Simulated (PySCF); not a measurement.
Gas-phase reaction: 2 Ga(CH₃)₃ → Ga₂H₆ + 3 CH + 3 CH₃

Computed with PySCF and rigid-rotor harmonic-oscillator thermochemistry at 1 bar. † marks an energy on the PBE0/def2-TZVP geometry and frequencies. Open shells (unrestricted): CH (multiplicity 2, electronic degeneracy 4), CH₃ (multiplicity 2); the rest are closed-shell singlets. Spin-orbit splitting is ignored; it lowers the true energy and changes the entropy of CH. Ga: all electrons, no relativistic terms. Methyl groups turn as free rotors in Ga(CH₃)₃. Ga₂H₆: computed as isolated molecules; such fragments, hydroxides, amides, oligomers or adducts are transient or little studied in the gas. The harmonic model lacks anharmonicity and excited electronic states, which grow with temperature; levels with a mode under 35 cm⁻¹ are left out. Warning, spin contamination: CH (M06-2X/def2-TZVP†, PBE0/def2-QZVP†, PBE0/def2-SVP†, r2SCAN/def2-TZVP†, ωB97X-V/def2-TZVP†).

```tsv
level	ΔE electronic, kJ	ΔH°(298 K), kJ	ΔS°(298 K), J/K	ΔG°(1800 K), kJ
M06-2X/def2-TZVP†	2601	2473	717	1133
PBE0/def2-QZVP†	2589	2461	717	1121
PBE0/def2-SVP†	2631	2503	717	1163
r2SCAN/def2-TZVP†	2525	2397	717	1058
ωB97X-V/def2-TZVP†	2570	2443	717	1103
```
ΔH° is lowest at r2SCAN/def2-TZVP† and highest at PBE0/def2-SVP†. No reference value is set beside these.
